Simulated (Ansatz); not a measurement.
Nudged elastic band run: NaCa$_{18}$

Input file:

```yaml
crystal:
  lattice:
    - [7.891312, 0.0, 0.0]
    - [5.918484, 10.251115, 0.0]
    - [0.0, 0.0, 18.443229]
  atoms:
    - { symbol: Ca, position: [0.1666667, 0.1111111, 0.0542204] }
    - { symbol: Ca, position: [0.6666667, 0.1111111, 0.0542204] }
    - { symbol: Ca, position: [0.1666667, 0.4444444, 0.0542204] }
    - { symbol: Ca, position: [0.6666667, 0.4444444, 0.0542204] }
    - { symbol: Ca, position: [0.1666667, 0.7777778, 0.0542204] }
    - { symbol: Ca, position: [0.6666667, 0.7777778, 0.0542204] }
    - { symbol: Ca, position: [-0.16762328, 0.22300462, 0.218299] }
    - { symbol: Ca, position: [0.33206217, 0.22350353, 0.21837507] }
    - { symbol: Ca, position: [-0.16888829, 0.55718071, 0.21946306] }
    - { symbol: Ca, position: [0.33361971, 0.55620486, 0.22023886] }
    - { symbol: Ca, position: [-0.16731423, 0.88929943, 0.21802578] }
    - { symbol: Ca, position: [0.33256405, 0.88970344, 0.21747836] }
    - { symbol: Ca, position: [0.00143622, 0.00175458, 0.38135689] }
    - { symbol: Ca, position: [0.49577285, 0.00188483, 0.38131101] }
    - { symbol: Ca, position: [0.00199995, 0.3299774, 0.38377033] }
    - { symbol: Ca, position: [0.50281987, 0.33055309, 0.38697441] }
    - { symbol: Ca, position: [-0.00169774, 0.66777549, 0.3840718] }
    - { symbol: Ca, position: [0.49632445, 0.67105717, 0.38586641] }
    - { symbol: Na, position: [0.17557198, 0.09953482, 0.54385928] }
basis:
  ecutwfc: 420.0
kpoints:
  mp_grid: { grid: [3, 2, 1] }
hamiltonian:
  xc: pbe
  dispersion: d3bj
scf:
  occupations: { method: gaussian, width: 0.15 }
  lower_state_search: "off"
neb:
  images: 5
  f_tol: 0.05
  initial_path: linear
  max_iterations: 34
  constraints: [{ sites: [0, 1, 2, 3, 4, 5] }]
  final_atoms:
    - { symbol: Ca, position: [0.1666667, 0.1111111, 0.0542204] }
    - { symbol: Ca, position: [0.6666667, 0.1111111, 0.0542204] }
    - { symbol: Ca, position: [0.1666667, 0.4444444, 0.0542204] }
    - { symbol: Ca, position: [0.6666667, 0.4444444, 0.0542204] }
    - { symbol: Ca, position: [0.1666667, 0.7777778, 0.0542204] }
    - { symbol: Ca, position: [0.6666667, 0.7777778, 0.0542204] }
    - { symbol: Ca, position: [-0.16793785, 0.22350353, 0.21837507] }
    - { symbol: Ca, position: [0.3323767, 0.22300462, 0.218299] }
    - { symbol: Ca, position: [-0.16638031, 0.55620486, 0.22023886] }
    - { symbol: Ca, position: [0.33111169, 0.55718071, 0.21946306] }
    - { symbol: Ca, position: [-0.16743597, 0.88970344, 0.21747836] }
    - { symbol: Ca, position: [0.33268575, 0.88929943, 0.21802578] }
    - { symbol: Ca, position: [-0.00422717, 0.00188483, 0.38131101] }
    - { symbol: Ca, position: [0.5014362, 0.00175458, 0.38135689] }
    - { symbol: Ca, position: [0.00281985, 0.33055309, 0.38697441] }
    - { symbol: Ca, position: [0.50199993, 0.3299774, 0.38377033] }
    - { symbol: Ca, position: [-0.00367557, 0.67105717, 0.38586641] }
    - { symbol: Ca, position: [0.49830224, 0.66777549, 0.3840718] }
    - { symbol: Na, position: [0.67557196, 0.09953482, 0.54385928] }
  order_check: true
```

Command:

```bash
$ ansatz run input.yaml --threads 4 --pin off --max-ram 10240MiB --backend cpu --events-out ev --progress --plain --runs-dir out
```

Output, in part (warnings, iteration lines):

```
NEB end point (image 0): max|allowed force component| = 1.754e-2 eV/Å (the criterion of neb.relax_end_points is 1.000e-2)
NEB end point (image 6): max|allowed force component| = 1.755e-2 eV/Å (the criterion of neb.relax_end_points is 1.000e-2)
NEB iter   1: max|band force component| = 5.542e-1 eV/Å  barrier→ = 0.1551 eV  barrier← = 0.1551 eV  Δτ_max = 0.0892 Å  (60 SCF iters)
NEB iter   2: max|band force component| = 3.628e-1 eV/Å  barrier→ = 0.0988 eV  barrier← = 0.0988 eV  CI = image 3  Δτ_max = 0.1999 Å  (33 SCF iters)
NEB iter   3: max|band force component| = 1.340e-1 eV/Å  barrier→ = 0.0440 eV  barrier← = 0.0440 eV  CI = image 3  Δτ_max = 0.1997 Å  (38 SCF iters)
NEB iter   4: max|band force component| = 7.593e-2 eV/Å  barrier→ = 0.0212 eV  barrier← = 0.0212 eV  CI = image 3  Δτ_max = 0.1996 Å  (30 SCF iters)
NEB iter   5: max|band force component| = 5.168e-2 eV/Å  barrier→ = 0.0087 eV  barrier← = 0.0087 eV  CI = image 2  Δτ_max = 0.2000 Å  (34 SCF iters)
NEB iter   6: max|band force component| = 3.625e-2 eV/Å  barrier→ = 0.0069 eV  barrier← = 0.0069 eV  CI = image 2  CI's point: of a kind that is not told: the force calls were inconclusive, a negative curvature could not be distinguished from the path's own, the only one lies far off the path, or fixed occupations may fill a level only in part  Δτ_max = 0.0000 Å  (338 SCF iters)
```

The forces met the threshold. Beside the main top the profile has a ripple of under 15 meV (maxima at images 2, 5), which may be a very shallow well or noise. The top lies less than 8 meV above the higher end, about what the thresholds resolve: the motion is nearly free. By the program's own check the climbing image is of a kind that is not told: the force calls were inconclusive, a negative curvature could not be distinguished from the path's own, the only one lies far off the path, or fixed occupations may fill a level only in part (lowest curvatures found: -0.04 and 0.08 eV/Å²). Limits of this set-up: coarse k mesh, thin slab, slab without dipole correction, a typed lattice constant that wasn't relaxed here.

Final band (atoms are numbered from 1 in the order of the input):

| image | path coordinate (Å) | energy (eV) | Ca15–Na19 (Å) | Ca16–Na19 (Å) |
| --- | --- | --- | --- | --- |
| 0 | 0.00 | 0.000 | 3.78 | 5.43 |
| 1 | 0.64 | 0.004 | 3.67 | 4.89 |
| 2 | 1.28 | 0.007 | 3.64 | 4.35 |
| 3 | 2.09 | -0.001 | 3.82 | 3.91 |
| 4 | 2.89 | 0.003 | 4.13 | 3.64 |
| 5 | 3.68 | 0.005 | 4.77 | 3.62 |
| 6 | 4.48 | 0.000 | 5.43 | 3.78 |

The run took 18 min on 4 threads of AMD EPYC 7B13 (Zen 3), with other jobs on the host, peak memory 6.8 GiB.
